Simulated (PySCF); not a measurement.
C3H9NOSi.
Bonds: C1–Si2, Si2–N3, N3–C4, C4–C5, C4–O6 (double). Hydrogens: H7, H8, H9 on C1; H10, H11 on Si2; H12 on N3; H13, H14, H15 on C5.

Computed with PySCF at PBE0/pcSseg-1 and PBE0/def2-SVPD, non-relativistic, on one gas-phase PBE0-D3(BJ)/def2-SVP geometry that isn't relaxed in the solvent. The solvent is an IEF-PCM continuum (Bondi radii, 1.10 Å for H, scaled by 1.2). The model holds no explicit solvent molecules, cavitation or dispersion.

Gas phase at PBE0/pcSseg-1: HOMO -7.52 eV, LUMO 0.33 eV, dipole 3.20 D.

Question: What does the continuum do to the energy, the frontier levels and the dipole at PBE0/pcSseg-1 in tetrahydrofuran and dimethylsulfoxide?

Answer: 
```tsv
solvent	ε	E(solvent) − E(gas) (kcal/mol)	polarisation term (kcal/mol)	distortion of the solute (kcal/mol)	HOMO (eV)	LUMO (eV)	dipole (D)
tetrahydrofuran	7.426	-5.62	-6.64	1.02	-7.66	0.34	4.14
dimethylsulfoxide	46.83	-6.93	-8.52	1.59	-7.70	0.33	4.39
```

The polarisation term is half the interaction of the solute with the surface charges that it induces; the rest is the cost of distorting the solute's density. The sum is the electrostatic part of solvation alone. From tetrahydrofuran to dimethylsulfoxide the lowering changes by a factor 1.23, Onsager's factor (ε − 1)/(2ε + 1) by 1.19 and ε itself by 6.3.

Question: Which radius a makes the point-dipole formula ΔE = −[(ε − 1)/(2ε + 1)]·μ²/a³ give the value in dimethylsulfoxide, with the gas-phase dipole?

Answer: μ = 1.259 au and |ΔE| = 0.01104 Eh give a = 2.18 Å; the farthest nucleus lies 3.42 Å from the centroid of the nuclei, so such a sphere wouldn't even hold the nuclei. The formula assumes a rigid point dipole at the centre of a sphere.

Question: Which ESP-fitted charges (PBE0/pcSseg-1) respond most in dimethylsulfoxide (means over atoms taken as equivalent)?

Answer: 
```
      atoms                       environment  gas (e)  solvent (e)  change
         O6                      amide oxygen   -0.568       -0.648  -0.080
        H12                amide N–H hydrogen   +0.369       +0.405  +0.036
        Si2                      SiH2 silicon   +0.773       +0.803  +0.030
         C1                  Si-methyl carbon   -0.603       -0.622  -0.019
         C4             amide carbonyl carbon   +0.838       +0.853  +0.015
    H10/H11                     Si–H hydrogen   -0.163       -0.172  -0.009
H13/H14/H15                   methyl hydrogen   +0.171       +0.180  +0.009
         N3                    amide nitrogen   -0.819       -0.825  -0.006
   H7/H8/H9                   methyl hydrogen   +0.153       +0.158  +0.005
         C5  methyl carbon next to a carbonyl   -0.639       -0.636  +0.003
```

Question: Which Mayer bond orders change most in dimethylsulfoxide?

Answer: 
```
   bond  length (Å)    gas  solvent  change
  C4–O6       1.218  1.889    1.829  -0.060
  N3–C4       1.368  1.131    1.170  +0.039
  C4–C5       1.510  0.990    1.006  +0.016
 N3–H12       1.013  0.922    0.909  -0.013
 Si2–N3       1.778  0.839    0.847  +0.008
 C5–H15       1.101  0.947    0.940  -0.007
Si2–H11       1.497  0.937    0.944  +0.007
 C5–H14       1.101  0.951    0.945  -0.006
```

Question: How do the nuclear quadrupole coupling constants eQVzz/h respond in dimethylsulfoxide?

Answer: 
```csv
nucleus,Q (barn),gas (MHz),solvent (MHz),η gas,η solvent
14N at N3,0.02044,-3.54,-3.26,0.47,0.45
17O at O6,-0.0256,9.78,9.39,0.03,0.08
```

Gas phase at PBE0/def2-SVPD: HOMO -7.60 eV, LUMO 0.14 eV, dipole 3.16 D.

Question: What does the continuum do to the energy, the frontier levels and the dipole at PBE0/def2-SVPD in dimethylsulfoxide?

Answer: 
| solvent | ε | E(solvent) − E(gas) (kcal/mol) | polarisation term (kcal/mol) | distortion of the solute (kcal/mol) | HOMO (eV) | LUMO (eV) | dipole (D) |
| --- | --- | --- | --- | --- | --- | --- | --- |
| dimethylsulfoxide | 46.83 | -6.99 | -8.84 | 1.85 | -7.78 | 0.15 | 4.51 |

Question: How does the static polarisability (PBE0/def2-SVPD, frozen core, with the continuum's full static response) change?

Answer: 
| medium | isotropic (au) | principal values (au) | ⟨r²⟩ of the electrons (bohr²) |
| --- | --- | --- | --- |
| gas | 75.0 | 63.9, 74.4, 86.8 | 880.7 |
| dimethylsulfoxide | 99.8 | 87.5, 103.0, 108.8 | 879.8 |

The isotropic value in dimethylsulfoxide is 1.33 times the gas-phase one; no cavity-field correction is applied. ⟨r²⟩ is taken about the centre of nuclear charge.

Hardware: Arm Neoverse N1, one thread, on a shared host. Cost: 33 s, 0.90 GiB resident at most. This is the whole shielding run at PBE0/pcSseg-1 in dimethylsulfoxide, SCF included.

Conformer computed: `[CH3:1][SiH2:2][NH:3][C:4]([CH3:5])=[O:6]`: C1–Si2–N3–C4 -63°, Si2–N3–C4–C5 -179°.
